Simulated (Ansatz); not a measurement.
Reaction (formal exchange of groups at the Sn–S bond): `[SH][Sn]([SH])([SH])[SH]` + CH₃NH₂ → `[SH][SnH]([SH])[SH]` + `NCS`

Calculated with Ansatz (gas phase, PBE0-D4/def2-TZVP geometries, no zero-point term in ΔE). CCSD(T)/CBS adds triple-zeta CCSD(T) − MP2 to the extrapolated MP2 energy (def2 sets, frozen cores). DFT in def2-TZVPP. B3LYP here is the variant with VWN-RPA as its local correlation; programs differ in this. Elements past krypton have def2 core potentials. For Sn outer-core shells are correlated without core-valence functions, which leaves a few kJ/mol of doubt a bond. One conformer a species, not always the lowest.

| level | ΔE (eV) |
| --- | --- |
| revPBE-D4 | 1.19 |
| BLYP-D4 | 1.24 |
| B3LYP-D4 | 1.25 |
| PBE | 1.16 |
| PBE0 | 1.17 |
| RPA@PBE/def2-TZVPP | 1.17 |
| HF/def2-SVP | 1.22 |
| MP2/CBS(def2) | 1.31 |

**Question.** What does CCSD(T)/CBS give? (An estimate is asked.)

**Answer.** Computed: +1.24 eV. The listed levels differ from it by -0.05, 0.00, 0.01, -0.08, -0.07, -0.07, -0.02, 0.07 eV.

Largest T1 diagnostic among the species: 0.012.

At CCSD(T), def2-SVP lies −0.04 eV from the extrapolated value and def2-TZVPP −0.03 eV. Leaving LDA and LC-ωPBE aside and taking each functional with its dispersion term where it has one, the values, not all of them listed here, spread over 0.11 eV, from ωB97X-V to BHLYP-D4. LDA lies −0.09 eV from PBE without D4. The D4 term adds +0.06 eV with B3LYP and +0.04 eV with PBE0; it sums over pairs of atoms, weighted by their polarisabilities, and B3LYP, whose exchange is more repulsive, gets the larger term.
